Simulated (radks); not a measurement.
Excited configurations of Co I: one electron is placed in a higher orbital outside [Ar] 3d8. The ground configuration is [Ar] 3d7 4s2. Method: non-relativistic Kohn-Sham, PBEsol, spin-polarised, spherical densities, point nucleus; open shells are filled with parallel spins first; computed with a radial shooting solver on a logarithmic mesh with Libxc functionals. Excitation = E - E(ground); binding = E(ion) - E, where the ion is the core of charge +1; n* = 1/sqrt(2 binding) in atomic units, and the quantum defect is n - n*.

outer orbital	excitation (eV)	binding (eV)	quantum defect	eigenvalue (eV)	<r> (bohr)
5s	4.562	2.601	2.713	-1.581	8.342
5p	5.303	1.860	2.295	-1.085	10.90
5d	6.153	1.010	1.329	-0.585	19.22
5f	6.510	0.652	0.433	-0.389	28.89
6d	6.476	0.686	1.546	-0.431	30.69
6f	6.689	0.474	0.641	-0.305	43.30
7s	6.313	0.849	2.997	-0.557	26.76
7p	6.457	0.705	2.607	-0.467	31.44
7d	6.669	0.494	1.751	-0.327	44.59

The Delta-SCF ionisation energy is 7.162 eV (NIST Atomic Spectra Database: 7.881 eV, measured). Self-interaction in the functional shifts the binding energies and quantum defects, so they are the method's values and not measured ones. Open shells are spherical and high-spin; term and fine-structure splittings are not resolved.
